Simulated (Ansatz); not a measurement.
**Which method gave which barrier?**

Saddle point of SiNH₈OF, singlet (SiH₄O ([OH][SiH3]) + NH₃ + HF → SiNH₅O ([NH2][SiH2][OH]) + HF + H₂; bonds formed: Si1–N7, H2–H8, H6–F9; bonds broken: Si1–H2, H6–N7, H8–F9), PBE0-D4/def2-TZVP structure:

```xyz
12
angstrom
Si -0.3220 0.2954 0.7413
H -0.3694 -1.5667 0.5180
H 0.3089 -0.1588 2.0013
H -1.7747 0.1373 0.5224
O -0.1069 1.9650 0.7474
H 0.3622 -0.6292 -1.3793
N 0.7740 0.1653 -0.7535
H -0.4225 -1.7812 -0.4026
F -0.3259 -1.8458 -1.6295
H -0.6699 2.4689 1.3352
H 1.7127 -0.1202 -0.4895
H 0.8335 1.0700 -1.2111
```

Computed with Ansatz 0.2.0 (basis: def2-TZVPP, with def2-QZVPP for the basis limit); correlated methods freeze the cores. B3LYP uses VWN-RPA correlation. Extrapolation: Hartree–Fock as exp(−7.88 √X), correlation as X^−2.97. Four methods, as single points on the PBE0-D4 structures, gave these electronic barriers from the start structure: 22.3, 74.8, 93.3, 139.7 kJ/mol.

(1) The methods were, in alphabetical order, B3LYP-D4, BHLYP-D4, HF, SPW92. Which gave which? (A judgement: the text doesn't fix the answer.)

No T1 diagnostic of these runs exceeds 0.012.

## Answers

(1) Computed: SPW92 22.3; B3LYP-D4 74.8; BHLYP-D4 93.3; HF 139.7 kJ/mol. For comparison, CCSD(T) at an estimated basis limit (MP2 extrapolated from triple and quadruple zeta, plus CCSD(T) − MP2 in triple zeta) gives 88.1 kJ/mol.

Labels in which every atom is bracketed show which atoms are joined, not bond orders.

For scale, one of the runs: CCSD(T)/def2-TZVPP, 247 basis functions, launched by `ansatz run in.yaml --threads 4 --pin off --events-out ev --progress --plain --max-ram 9574MiB`. Time: 2 min of wall clock on 4 CPU threads of an Arm Neoverse V2; the host was shared. Peak host memory: 5.2 GiB.
